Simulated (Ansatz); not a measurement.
Relaxation of 1-ethyl-3-methylimidazolium hexafluorophosphate (C6H11F6N2P) (charge 0, singlet) with RKS r2SCAN-D4/def2-SVP in Ansatz.

Positions (Å) and forces (eV/Å) at steps 12, 13, 14, 15, 16, 19, 20, 21, 22, 23, 24, 25 of 38:

```xyz
26
step=12 energy=-34941.5034 eV
C     2.730   -0.332    0.040   -0.001   -0.013    0.009
C     2.105   -0.640   -1.311   -0.004    0.000   -0.016
N     0.650   -0.828   -1.224    0.004    0.001    0.019
C     0.005   -1.995   -0.871    0.022   -0.007   -0.002
C    -1.321   -1.691   -0.737   -0.015    0.022    0.015
N    -1.458   -0.346   -1.005   -0.014   -0.005    0.009
C    -2.676    0.436   -0.821   -0.058    0.092   -0.005
C    -0.251    0.157   -1.277    0.007    0.041    0.002
H     3.816   -0.208   -0.090   -0.007   -0.004    0.002
H     2.552   -1.148    0.755    0.005    0.010   -0.015
H     2.311    0.582    0.484   -0.001   -0.006   -0.004
H     2.277    0.174   -2.033   -0.004   -0.017    0.022
H     2.514   -1.561   -1.757   -0.003    0.019    0.005
H     0.540   -2.932   -0.738   -0.010    0.022   -0.008
H    -2.171   -2.310   -0.461    0.016    0.013   -0.007
H    -3.524   -0.122   -1.248    0.085    0.066    0.053
H    -2.563    1.400   -1.340   -0.018   -0.162    0.097
H    -2.810    0.623    0.259    0.016   -0.017   -0.135
H    -0.030    1.211   -1.429   -0.009   -0.039    0.010
F     1.176    1.847    2.013   -0.005   -0.003    0.002
P    -0.382    1.375    2.149   -0.023   -0.004   -0.002
F     0.026   -0.070    1.436    0.001    0.008   -0.008
F    -0.664    1.989    0.626   -0.008    0.005   -0.027
F    -0.108    0.733    3.601    0.009   -0.025    0.012
F    -1.944    0.865    2.185    0.010    0.008    0.000
F    -0.799    2.793    2.793    0.006   -0.004   -0.028
26
step=13 energy=-34941.5050 eV
C     2.731   -0.350    0.048   -0.001   -0.011    0.011
C     2.107   -0.633   -1.309   -0.001    0.001   -0.015
N     0.653   -0.825   -1.223   -0.001    0.004   -0.003
C     0.011   -1.995   -0.881    0.022   -0.006    0.014
C    -1.316   -1.696   -0.741   -0.016    0.005   -0.015
N    -1.456   -0.350   -1.002   -0.001    0.012    0.025
C    -2.676    0.427   -0.808   -0.053    0.088    0.003
C    -0.251    0.159   -1.268    0.008    0.023   -0.027
H     3.818   -0.225   -0.078   -0.007   -0.005    0.003
H     2.552   -1.180    0.748    0.007    0.016   -0.022
H     2.312    0.556    0.508    0.003   -0.013   -0.010
H     2.277    0.197   -2.015   -0.005   -0.025    0.029
H     2.517   -1.544   -1.774   -0.008    0.026    0.011
H     0.548   -2.932   -0.758   -0.011    0.018   -0.002
H    -2.164   -2.319   -0.470    0.010    0.005   -0.006
H    -3.523   -0.121   -1.248    0.068    0.045    0.040
H    -2.561    1.401   -1.307   -0.015   -0.140    0.076
H    -2.814    0.596    0.274    0.012   -0.013   -0.117
H    -0.033    1.214   -1.413   -0.007   -0.035    0.008
F     1.172    1.848    1.984    0.012    0.001   -0.007
P    -0.387    1.387    2.137   -0.017    0.005    0.036
F     0.004   -0.064    1.427    0.002    0.000   -0.001
F    -0.680    1.996    0.613   -0.008    0.013   -0.017
F    -0.103    0.751    3.589    0.009   -0.017    0.004
F    -1.952    0.889    2.191   -0.005   -0.001   -0.003
F    -0.787    2.812    2.775    0.001    0.005   -0.016
26
step=14 energy=-34941.5067 eV
C     2.735   -0.387    0.061   -0.031   -0.016    0.016
C     2.110   -0.619   -1.306    0.033    0.003   -0.023
N     0.658   -0.819   -1.226   -0.002    0.005   -0.005
C     0.021   -1.997   -0.897    0.013   -0.001   -0.015
C    -1.307   -1.706   -0.758   -0.003    0.011    0.020
N    -1.454   -0.358   -0.998    0.007    0.009   -0.028
C    -2.676    0.410   -0.788   -0.027    0.058    0.000
C    -0.251    0.160   -1.262    0.001   -0.008    0.004
H     3.822   -0.258   -0.059   -0.006   -0.006    0.001
H     2.556   -1.245    0.729    0.012    0.040   -0.039
H     2.315    0.503    0.553    0.010   -0.034   -0.023
H     2.277    0.238   -1.980   -0.010   -0.050    0.048
H     2.524   -1.511   -1.807   -0.017    0.049    0.026
H     0.564   -2.932   -0.786   -0.009    0.007   -0.002
H    -2.153   -2.337   -0.499    0.004   -0.003    0.003
H    -3.520   -0.126   -1.244    0.023    0.011    0.015
H    -2.560    1.397   -1.255   -0.009   -0.073    0.030
H    -2.817    0.551    0.296    0.009   -0.010   -0.057
H    -0.039    1.218   -1.390   -0.003   -0.012    0.008
F     1.165    1.860    1.937   -0.011   -0.009   -0.013
P    -0.397    1.415    2.122   -0.014    0.022    0.052
F    -0.033   -0.045    1.417    0.000    0.010    0.018
F    -0.712    2.015    0.598    0.000    0.004    0.017
F    -0.092    0.787    3.575    0.005    0.003   -0.025
F    -1.965    0.935    2.212    0.021    0.004   -0.013
F    -0.769    2.850    2.755    0.003   -0.016   -0.013
26
step=15 energy=-34941.5074 eV
C     2.736   -0.424    0.073   -0.059   -0.029    0.015
C     2.113   -0.607   -1.304    0.064    0.017   -0.027
N     0.661   -0.813   -1.231   -0.009    0.001   -0.024
C     0.031   -1.999   -0.919    0.010    0.020    0.039
C    -1.298   -1.715   -0.769   -0.005   -0.006   -0.050
N    -1.453   -0.366   -1.000    0.021    0.016    0.026
C    -2.679    0.393   -0.777    0.007    0.026    0.017
C    -0.252    0.162   -1.254    0.000   -0.030   -0.008
H     3.823   -0.289   -0.041   -0.004   -0.004    0.001
H     2.559   -1.308    0.708    0.016    0.069   -0.055
H     2.313    0.448    0.596    0.018   -0.053   -0.038
H     2.277    0.277   -1.944   -0.013   -0.076    0.062
H     2.530   -1.479   -1.838   -0.027    0.069    0.043
H     0.577   -2.934   -0.823   -0.005    0.005    0.004
H    -2.141   -2.352   -0.514    0.000   -0.005   -0.005
H    -3.519   -0.138   -1.243   -0.008   -0.008   -0.001
H    -2.566    1.387   -1.223   -0.004   -0.017   -0.004
H    -2.820    0.515    0.307    0.000   -0.004   -0.008
H    -0.045    1.223   -1.364   -0.002    0.001    0.003
F     1.160    1.876    1.900   -0.036   -0.021   -0.013
P    -0.404    1.444    2.115   -0.021    0.029    0.041
F    -0.061   -0.023    1.413   -0.002    0.014    0.023
F    -0.740    2.036    0.591    0.004   -0.001    0.030
F    -0.077    0.823    3.567    0.003    0.010   -0.035
F    -1.974    0.977    2.234    0.049    0.010   -0.023
F    -0.753    2.887    2.743    0.005   -0.032   -0.013
26
step=16 energy=-34941.5082 eV
C     2.734   -0.436    0.078   -0.050   -0.026    0.003
C     2.114   -0.604   -1.302    0.056    0.017   -0.010
N     0.662   -0.812   -1.233   -0.004    0.001    0.011
C     0.033   -2.000   -0.924    0.001    0.011   -0.012
C    -1.297   -1.720   -0.781    0.004    0.004    0.002
N    -1.453   -0.369   -1.001    0.009    0.007   -0.005
C    -2.679    0.387   -0.772    0.009    0.015    0.009
C    -0.253    0.162   -1.252    0.000   -0.020   -0.006
H     3.820   -0.296   -0.033   -0.003   -0.003    0.003
H     2.559   -1.328    0.701    0.014    0.056   -0.042
H     2.308    0.429    0.609    0.017   -0.041   -0.030
H     2.277    0.288   -1.931   -0.013   -0.062    0.048
H     2.533   -1.467   -1.846   -0.024    0.054    0.035
H     0.581   -2.934   -0.830   -0.005    0.004   -0.003
H    -2.139   -2.360   -0.533    0.002   -0.001   -0.001
H    -3.519   -0.144   -1.239   -0.006   -0.004    0.002
H    -2.569    1.383   -1.214   -0.004   -0.015   -0.002
H    -2.820    0.504    0.313    0.001   -0.001   -0.008
H    -0.047    1.224   -1.354   -0.003   -0.004    0.002
F     1.159    1.881    1.885   -0.025   -0.016   -0.011
P    -0.404    1.455    2.113   -0.021    0.020    0.029
F    -0.068   -0.016    1.413   -0.001    0.008    0.017
F    -0.747    2.043    0.590    0.001    0.006    0.015
F    -0.069    0.837    3.563    0.006    0.003   -0.018
F    -1.973    0.991    2.242    0.036    0.007   -0.018
F    -0.745    2.900    2.739    0.004   -0.022   -0.011
26
step=19 energy=-34941.5069 eV rejected
C     2.722   -0.588    0.143   -0.072   -0.077   -0.040
C     2.130   -0.550   -1.264    0.081    0.052    0.012
N     0.681   -0.791   -1.247   -0.034   -0.019    0.020
C     0.071   -2.015   -1.044    0.026    0.045   -0.032
C    -1.267   -1.772   -0.900   -0.005    0.093   -0.002
N    -1.446   -0.407   -1.013   -0.058   -0.065   -0.002
C    -2.684    0.306   -0.705    0.035   -0.044   -0.011
C    -0.253    0.165   -1.202    0.010    0.008    0.050
H     3.806   -0.411    0.078   -0.024   -0.015    0.016
H     2.560   -1.576    0.617    0.027    0.197   -0.099
H     2.267    0.186    0.785    0.028   -0.099   -0.098
H     2.282    0.439   -1.738   -0.030   -0.202    0.095
H     2.573   -1.311   -1.935   -0.038    0.124    0.129
H     0.631   -2.948   -1.027   -0.010    0.061   -0.006
H    -2.100   -2.452   -0.726    0.043    0.063   -0.011
H    -3.531   -0.254   -1.126    0.032    0.010    0.014
H    -2.638    1.308   -1.145   -0.003   -0.011    0.011
H    -2.767    0.410    0.388    0.010    0.010   -0.023
H    -0.067    1.240   -1.193   -0.025   -0.117   -0.001
F     1.138    1.923    1.667   -0.199   -0.047    0.062
P    -0.421    1.590    2.074    0.022   -0.018   -0.024
F    -0.222    0.074    1.402   -0.001    0.116    0.088
F    -0.881    2.142    0.565    0.026    0.005    0.088
F     0.033    1.010    3.509   -0.021   -0.011   -0.116
F    -1.991    1.208    2.362    0.169    0.041   -0.010
F    -0.624    3.071    2.678    0.013   -0.100   -0.109
26
step=20 energy=-34941.5120 eV
C     2.725   -0.538    0.125   -0.013    0.001   -0.058
C     2.124   -0.567   -1.274    0.005   -0.002    0.054
N     0.674   -0.798   -1.241   -0.015   -0.016    0.017
C     0.057   -2.011   -1.010    0.006    0.033   -0.015
C    -1.278   -1.756   -0.866    0.011    0.056   -0.008
N    -1.449   -0.395   -1.009   -0.024   -0.032    0.001
C    -2.683    0.332   -0.725    0.026   -0.032   -0.005
C    -0.253    0.164   -1.214    0.004   -0.027    0.006
H     3.810   -0.372    0.045   -0.004   -0.004    0.004
H     2.557   -1.492    0.647    0.001   -0.001   -0.001
H     2.279    0.266    0.727   -0.003    0.001    0.003
H     2.281    0.388   -1.797   -0.004   -0.003   -0.002
H     2.561   -1.360   -1.901    0.003   -0.002    0.003
H     0.613   -2.944   -0.972    0.007    0.011   -0.004
H    -2.114   -2.424   -0.672    0.002    0.015   -0.004
H    -3.528   -0.222   -1.155    0.010    0.000    0.006
H    -2.620    1.330   -1.172   -0.003    0.005    0.000
H    -2.780    0.444    0.365    0.001    0.009    0.000
H    -0.061    1.235   -1.236   -0.005   -0.019    0.001
F     1.146    1.907    1.733   -0.048   -0.005    0.021
P    -0.414    1.546    2.084    0.004   -0.022   -0.006
F    -0.174    0.044    1.405    0.001    0.028    0.024
F    -0.837    2.109    0.571   -0.002    0.016    0.020
F     0.003    0.956    3.525   -0.002   -0.014   -0.025
F    -1.983    1.140    2.323    0.039    0.016    0.009
F    -0.658    3.017    2.695    0.005   -0.013   -0.040
26
step=21 energy=-34941.5125 eV
C     2.718   -0.586    0.148   -0.050   -0.035   -0.029
C     2.130   -0.551   -1.258    0.036    0.021    0.017
N     0.681   -0.792   -1.245   -0.030   -0.027    0.015
C     0.070   -2.017   -1.059    0.024    0.057   -0.027
C    -1.268   -1.775   -0.916    0.002    0.091    0.003
N    -1.446   -0.410   -1.015   -0.027   -0.049   -0.004
C    -2.683    0.302   -0.699    0.025   -0.021   -0.011
C    -0.252    0.164   -1.193   -0.003   -0.044    0.034
H     3.803   -0.409    0.086   -0.007   -0.009    0.011
H     2.554   -1.569    0.622    0.017    0.096   -0.047
H     2.261    0.189    0.784    0.016   -0.051   -0.047
H     2.283    0.434   -1.732   -0.017   -0.098    0.044
H     2.576   -1.311   -1.922   -0.020    0.059    0.062
H     0.630   -2.950   -1.051    0.000    0.034   -0.006
H    -2.102   -2.455   -0.752    0.019    0.036   -0.006
H    -3.531   -0.265   -1.104    0.020    0.003    0.008
H    -2.646    1.300   -1.151   -0.004   -0.018    0.016
H    -2.753    0.417    0.393    0.005    0.007   -0.023
H    -0.067    1.237   -1.174   -0.012   -0.051    0.000
F     1.136    1.918    1.655   -0.104   -0.023    0.036
P    -0.419    1.594    2.071    0.001   -0.004   -0.002
F    -0.232    0.077    1.403    0.002    0.057    0.051
F    -0.885    2.146    0.565    0.012    0.009    0.051
F     0.040    1.015    3.504   -0.009   -0.020   -0.066
F    -1.987    1.221    2.370    0.098    0.026   -0.003
F    -0.611    3.077    2.672    0.005   -0.047   -0.075
26
step=22 energy=-34941.5141 eV
C     2.717   -0.586    0.151   -0.034   -0.016   -0.043
C     2.130   -0.549   -1.254    0.020    0.010    0.030
N     0.681   -0.791   -1.244   -0.028   -0.028   -0.010
C     0.069   -2.017   -1.066    0.019    0.053    0.016
C    -1.268   -1.775   -0.919    0.002    0.071   -0.033
N    -1.447   -0.410   -1.014   -0.019   -0.043    0.016
C    -2.684    0.300   -0.698    0.025   -0.025   -0.008
C    -0.253    0.164   -1.189    0.008   -0.034    0.021
H     3.801   -0.407    0.091   -0.008   -0.006    0.006
H     2.554   -1.568    0.622    0.009    0.035   -0.018
H     2.258    0.186    0.787    0.007   -0.018   -0.020
H     2.283    0.434   -1.726   -0.009   -0.041    0.018
H     2.577   -1.308   -1.917   -0.008    0.023    0.027
H     0.630   -2.949   -1.063    0.005    0.019    0.000
H    -2.101   -2.455   -0.756    0.005    0.019   -0.007
H    -3.531   -0.268   -1.104    0.014    0.002    0.007
H    -2.648    1.298   -1.148   -0.003   -0.007    0.008
H    -2.754    0.414    0.394    0.002    0.007   -0.010
H    -0.068    1.237   -1.167   -0.007   -0.027    0.002
F     1.136    1.913    1.646   -0.065   -0.013    0.022
P    -0.417    1.595    2.068   -0.019   -0.009    0.013
F    -0.237    0.076    1.405    0.004    0.037    0.032
F    -0.888    2.143    0.563    0.005    0.015    0.030
F     0.046    1.018    3.501   -0.001   -0.017   -0.042
F    -1.984    1.228    2.375    0.071    0.019   -0.004
F    -0.602    3.080    2.664    0.005   -0.026   -0.053
26
step=23 energy=-34941.5165 eV
C     2.711   -0.605    0.163    0.003    0.014   -0.043
C     2.131   -0.543   -1.242   -0.003   -0.010    0.046
N     0.683   -0.788   -1.243   -0.014   -0.019    0.041
C     0.075   -2.018   -1.093    0.000    0.018   -0.043
C    -1.265   -1.783   -0.955    0.006    0.031    0.027
N    -1.446   -0.417   -1.016   -0.003   -0.023   -0.015
C    -2.684    0.282   -0.685    0.017   -0.018   -0.010
C    -0.252    0.163   -1.169    0.010   -0.007   -0.015
H     3.795   -0.420    0.115   -0.007    0.000    0.002
H     2.550   -1.595    0.613   -0.002   -0.039    0.015
H     2.245    0.152    0.809   -0.006    0.021    0.017
H     2.284    0.447   -1.694    0.003    0.032   -0.012
H     2.585   -1.287   -1.915    0.006   -0.021   -0.020
H     0.639   -2.947   -1.106    0.003   -0.001   -0.008
H    -2.098   -2.467   -0.817   -0.003    0.000    0.003
H    -3.530   -0.291   -1.086    0.000   -0.003    0.006
H    -2.661    1.283   -1.127   -0.003    0.008   -0.004
H    -2.746    0.389    0.409    0.000    0.003    0.008
H    -0.071    1.235   -1.122   -0.002    0.003    0.003
F     1.129    1.910    1.595   -0.018   -0.007   -0.003
P    -0.417    1.617    2.060   -0.061    0.004    0.047
F    -0.272    0.089    1.411    0.006    0.011    0.008
F    -0.916    2.157    0.561    0.001    0.010    0.002
F     0.075    1.050    3.485    0.010   -0.004   -0.016
F    -1.978    1.275    2.409    0.050    0.010   -0.015
F    -0.567    3.112    2.640    0.007   -0.014   -0.021
26
step=24 energy=-34941.5203 eV
C     2.691   -0.681    0.210    0.020    0.003   -0.009
C     2.139   -0.519   -1.198    0.008   -0.008    0.029
N     0.694   -0.777   -1.244   -0.053   -0.054    0.025
C     0.095   -2.024   -1.200    0.052    0.078   -0.029
C    -1.248   -1.810   -1.061   -0.029    0.076    0.003
N    -1.441   -0.443   -1.022    0.036   -0.039    0.019
C    -2.684    0.221   -0.638   -0.016    0.006   -0.009
C    -0.250    0.160   -1.112   -0.015   -0.058   -0.006
H     3.772   -0.476    0.201   -0.031   -0.009    0.005
H     2.538   -1.706    0.580    0.006    0.010   -0.008
H     2.200    0.022    0.899    0.001   -0.005   -0.015
H     2.290    0.505   -1.573   -0.007   -0.002    0.017
H     2.613   -1.207   -1.917    0.005    0.001    0.002
H     0.670   -2.945   -1.283   -0.035    0.067    0.001
H    -2.080   -2.511   -0.991    0.059    0.056   -0.005
H    -3.528   -0.372   -1.010   -0.002   -0.003    0.000
H    -2.706    1.228   -1.069    0.001   -0.016   -0.006
H    -2.707    0.318    0.459    0.000   -0.010   -0.018
H    -0.080    1.231   -0.979   -0.021   -0.097   -0.017
F     1.100    1.911    1.421   -0.227   -0.071    0.041
P    -0.421    1.701    2.030   -0.152    0.093    0.142
F    -0.391    0.143    1.423    0.032    0.142    0.122
F    -1.023    2.211    0.554    0.067   -0.018    0.135
F     0.173    1.161    3.432   -0.025    0.020   -0.181
F    -1.962    1.435    2.523    0.329    0.050   -0.131
F    -0.455    3.224    2.566   -0.005   -0.213   -0.106
26
step=25 energy=-34941.5265 eV
C     2.684   -0.686    0.223    0.010    0.006   -0.007
C     2.137   -0.512   -1.185    0.007   -0.010    0.028
N     0.693   -0.773   -1.240   -0.052   -0.055    0.022
C     0.096   -2.022   -1.215    0.049    0.089   -0.015
C    -1.248   -1.813   -1.079   -0.020    0.071   -0.001
N    -1.445   -0.447   -1.026    0.039   -0.034    0.023
C    -2.692    0.210   -0.645   -0.001    0.004   -0.006
C    -0.254    0.160   -1.103   -0.012   -0.066   -0.006
H     3.765   -0.477    0.220   -0.025   -0.007    0.002
H     2.534   -1.715    0.582    0.006   -0.013   -0.001
H     2.189    0.008    0.917    0.000    0.000   -0.007
H     2.287    0.515   -1.547   -0.006    0.017    0.011
H     2.616   -1.191   -1.907    0.005   -0.007   -0.010
H     0.673   -2.940   -1.307   -0.023    0.045    0.002
H    -2.078   -2.515   -1.023    0.039    0.037   -0.004
H    -3.532   -0.386   -1.024   -0.001   -0.003    0.002
H    -2.717    1.218   -1.073    0.000   -0.010   -0.006
H    -2.721    0.303    0.451    0.003   -0.005   -0.010
H    -0.089    1.229   -0.961   -0.011   -0.064   -0.008
F     1.096    1.902    1.379   -0.164   -0.051    0.025
P    -0.409    1.708    2.029   -0.190    0.049    0.130
F    -0.401    0.144    1.442    0.032    0.107    0.080
F    -1.043    2.203    0.562    0.046    0.003    0.099
F     0.218    1.183    3.421    0.002    0.005   -0.139
F    -1.936    1.457    2.562    0.271    0.046   -0.118
F    -0.420    3.237    2.545   -0.003   -0.155   -0.085
```
